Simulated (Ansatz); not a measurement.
Molecule: C$_{4}$H$_{10}$B, net charge 0, doublet state. It need not be the lowest isomer of its formula. SMILES: B(CC)(C)[CH2]
Geometry from a B3LYP-D3(BJ)/def2-TZVP (Ansatz, an electronic-structure program) optimisation:
```xyz
15

C     -1.6792    -1.2613    -0.1205
B     -0.5835    -0.1810    -0.1108
C     -0.8994     1.2790    -0.6005
C      0.8523    -0.5878     0.4045
C      1.9504     0.4769     0.4035
H     -1.5083    -2.2831     0.2090
H     -2.6948    -1.0735    -0.4574
H     -0.2322     1.5587    -1.4245
H     -0.6810     2.0049     0.1917
H     -1.9276     1.4363    -0.9296
H      1.1780    -1.4605    -0.1801
H      0.7312    -0.9973     1.4183
H      2.1321     0.8602    -0.6030
H      1.6773     1.3313     1.0267
H      2.8980     0.0866     0.7807
```
Charge 0, spin multiplicity 2.

Computed values are from Ansatz. Correlated levels leave the core frozen unless marked. UHF or UKS for open shells. Spin-orbit coupling is left out. Non-relativistic. Basis-set limits of correlation are two-point, X^-3; Hartree-Fock from the larger set.

Q: What is the total energy at CCSD(T)/CBS(cc-pVTZ,cc-pVQZ)?

A: -182.9715 Eh.

Q: What is the atomisation energy De at CCSD(T)/CBS(cc-pVTZ,cc-pVQZ)?

A: 1388.0 kcal/mol.

Q: What is the T1 diagnostic at CCSD/cc-pVQZ?

A: 0.011.

Q: What is the dipole moment at CCSD(T)/aug-cc-pVDZ?

A: 0.45 D.
